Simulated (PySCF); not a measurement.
Gas-phase reaction: WO2(OH)2 + 4 Cl → WOCl4 + O + 2 OH

Computed with PySCF (xtb for GFN2) and rigid-rotor harmonic-oscillator thermochemistry at 1 bar. † marks an energy on the PBE0/def2-TZVP geometry and frequencies; other levels use their own. MP2 freezes the core. Open shells (unrestricted): Cl (multiplicity 2, electronic degeneracy 6), O (multiplicity 3, electronic degeneracy 9), OH (multiplicity 2, electronic degeneracy 4); the rest are closed-shell singlets. GFN2 has no spin-polarisation term. Spin-orbit splitting is ignored; it lowers the true energy and changes the entropy of Cl, O, OH. W: scalar-relativistic def2 core potential, no spin-orbit coupling. No R ln 2 is added for the mirror-image form of WO2(OH)2. MP2 isn't extrapolated to the basis-set limit; its ΔH°(298 K) is 190.7 kJ in def2-SVP and 137.9 kJ in def2-TZVPP. The harmonic model lacks anharmonicity and excited electronic states, which grow with temperature; levels with a mode under 35 cm⁻¹ are left out. Soft modes under 120 cm⁻¹ make the harmonic entropy rough for WOCl4. Warning, point group unlike the PBE0 one: WO2(OH)2 (GFN2-xTB).

```csv
level,"ΔE electronic, kJ","ΔH°(298 K), kJ","ΔS°(298 K), J/K","ΔG°(2000 K), kJ"
BLYP/def2-TZVP†,194,178,-92,368
GFN2-xTB,404,396,-96,602
MP2/def2-SVP†,206,191,-92,381
PBE0/def2-QZVP†,106,91,-92,281
PBE0/def2-SVP†,121,106,-92,296
PBE0/def2-TZVP,102,87,-92,277
LDA/def2-TZVP†,153,138,-92,328
ωB97M-V/def2-TZVP†,120,105,-92,295
```
ΔH° is lowest at PBE0/def2-TZVP and highest at GFN2-xTB. No reference value is set beside these.
